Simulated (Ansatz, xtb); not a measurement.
## Relative energy of two isomers of C4H8OS2

We compare I, `C1COCSSC1`, a singlet, with II, `CCSSCC=O`, a singlet. Both are isolated molecules in the gas phase, relaxed with PBE0-D3(BJ)/def2-SVP; each stands in its lowest conformer found.

Q: Estimate which is lower in electronic energy at CCSD(T)/def2-SVP + ΔMP2/def2-TZVPP, and by roughly how much.

A: The CCSD(T)/def2-SVP + ΔMP2/def2-TZVPP calculation puts structure II lower, by 2.2 kcal/mol.

The same difference at several levels:

```json
{"level": "GFN2-xTB", "geometry": "GFN2-xTB", "E(II) − E(I) (kcal/mol)": "+15.7", "departure from the last row (kcal/mol)": "+17.8", "job, with rough time for the two": "optimisation, 0.25 s"}
{"level": "HF/STO-3G", "geometry": "GFN2-xTB", "E(II) − E(I) (kcal/mol)": "+27.4", "departure from the last row (kcal/mol)": "+29.6", "job, with rough time for the two": "single point, 0.6 s"}
{"level": "r2SCAN-D4/def2-SVP", "geometry": "GFN2-xTB", "E(II) − E(I) (kcal/mol)": "+1.1", "departure from the last row (kcal/mol)": "+3.3", "job, with rough time for the two": "single point, 3.9 s"}
{"level": "PBE0-D3(BJ)/def2-SVP", "geometry": "PBE0-D3(BJ)/def2-SVP", "E(II) − E(I) (kcal/mol)": "+2.6", "departure from the last row (kcal/mol)": "+4.8", "job, with rough time for the two": "optimisation, 77 s"}
{"level": "HF/def2-SVP", "geometry": "PBE0-D3(BJ)/def2-SVP", "E(II) − E(I) (kcal/mol)": "−3.5", "departure from the last row (kcal/mol)": "−1.3", "job, with rough time for the two": "part of the CCSD(T) run"}
{"level": "MP2/def2-SVP", "geometry": "PBE0-D3(BJ)/def2-SVP", "E(II) − E(I) (kcal/mol)": "−2.8", "departure from the last row (kcal/mol)": "−0.6", "job, with rough time for the two": "part of the CCSD(T) run"}
{"level": "CCSD(T)/def2-SVP", "geometry": "PBE0-D3(BJ)/def2-SVP", "E(II) − E(I) (kcal/mol)": "−2.8", "departure from the last row (kcal/mol)": "−0.6", "job, with rough time for the two": "single point"}
{"level": "CCSD(T)/def2-SVP + ΔMP2/def2-TZVPP", "geometry": "PBE0-D3(BJ)/def2-SVP", "E(II) − E(I) (kcal/mol)": "−2.2", "departure from the last row (kcal/mol)": "", "job, with rough time for the two": "single point, 80 s"}
```

As drawn, II has 1 C=O in place of 2 C–O. Structure I has a 7-membered ring, II no ring.

GFN2-xTB, HF/STO-3G, r2SCAN-D4/def2-SVP, PBE0-D3(BJ)/def2-SVP put the two in the other order. The largest departure from CCSD(T)/def2-SVP + ΔMP2/def2-TZVPP is that of HF/STO-3G, 29.6 kcal/mol. The last row adds to CCSD(T) the change of the MP2 difference between the two basis sets, here +0.6 kcal/mol.

With thermal terms from frequencies at re-optimised GFN2-xTB minima (ideal gas, soft modes damped towards free rotors, one conformer each, 298.15 K, 1 atm): on the last row, ΔE + ΔZPE = −4.8, ΔH = −3.4, ΔG = −7.1 kcal/mol.

The correlated steps freeze 15 core orbitals. Programs: Ansatz 0.2.0, xtb 6.7.1; the last row on 4 threads of Intel(R) Xeon(R) Platinum 8175M CPU @ 2.50GHz (Skylake/Cascade Lake) on a shared host.
